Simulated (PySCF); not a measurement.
Positional isomers: silole fluoro. All species are isolated molecules in the gas phase. Strings in code marks are SMILES.

Level of theory: ωB97X-D3(BJ)/def2-TZVP // PBE0-D3(BJ)/def2-TZVP (PySCF). All candidates: neutral, multiplicity 1. Delta-SCF ions had no search for a lower state. Excitations are Tamm–Dancoff values on a coarser integration grid. The basis has no diffuse functions, so Rydberg states are missing or too high.

The vertical ionisation energy (Delta-SCF) is 8.81 eV. The HOMO is -9.00 eV and the S1 excitation (TDA) is 4.66 eV.

### Question
Which member has these values?
A) `F[SiH]1C=CC=C1`
B) `FC1=C[SiH2]C=C1`
C) `FC1=CC=C[SiH2]1`

### Answer
C, `FC1=CC=C[SiH2]1`. The others give `FC1=C[SiH2]C=C1`: 9.10 eV, -9.31 eV, 4.95 eV; `F[SiH]1C=CC=C1`: 9.19 eV, -9.37 eV, 4.59 eV
